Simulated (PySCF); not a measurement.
# Bond lengths and vibrations by method: FH2OSi2 anion

These are calculations, not measurements. The program is PySCF 2.14.0, an open-source quantum chemistry code, run on an isolated molecule that a program drew, which may never have been made. The molecule is FH2OSi2 anion (charge -1, singlet), drawn as the SMILES string `O=[Si](F)[SiH2-]`.

The geometry was optimised and harmonic frequencies were computed with HF and MP2, all in the aug-cc-pV(D+d)Z basis, for the commonest isotopes, with a restricted reference for singlets and an unrestricted one otherwise, and a frozen core in MP2. Each result is a local minimum of its method.

Geometry at the HF minimum:
```xyz
6
FH2OSi2 anion, angstrom
O    -2.9006   -0.0329    1.1948
Si   -1.3823   -0.0712    1.1732
F    -0.7000   -0.3346    2.6280
Si    0.2638   -0.1304   -0.5024
H    -0.4032    0.9012   -1.3943
H     1.2171    0.7860    0.2492
```

Lengths of the bonds as drawn, in Å (atoms numbered as above):
```
   bond     HF    MP2
 O1-Si2  1.519  1.568
 Si2-F3  1.628  1.674
Si2-Si4  2.350  2.332
 Si4-H5  1.518  1.522
 Si4-H6  1.521  1.525
```

Rotational constants, in GHz:
```
constant     HF    MP2
       A  7.739  7.278
       B  2.907  2.922
       C  2.146   2.12
```

Harmonic frequencies in cm^-1, each column in rising order, so a row needn't be the same motion in every method:
| rank | HF | MP2 |
|---|---|---|
| 1 | 158 | 152 |
| 2 | 188 | 189 |
| 3 | 262 | 234 |
| 4 | 302 | 287 |
| 5 | 446 | 420 |
| 6 | 612 | 543 |
| 7 | 661 | 612 |
| 8 | 810 | ? |
| 9 | 1017 | 954 |
| 10 | 1251 | 1097 |
| 11 | 2076 | 2056 |
| 12 | 2096 | 2068 |

**Estimate the missing MP2 frequency from the HF column.**

A single factor s that minimises the squared misfit of MP2 against s times HF over the other rows is sum(HF x MP2) / sum(HF^2) = 0.9636, with an rms misfit of 44 cm^-1. For rank 8 it gives 0.9636 x 810 = 781 cm^-1. The calculation gives 729 cm^-1, 52 cm^-1 below the estimate. The drawn bonds are on average 1.2 % longer in MP2 than in HF.
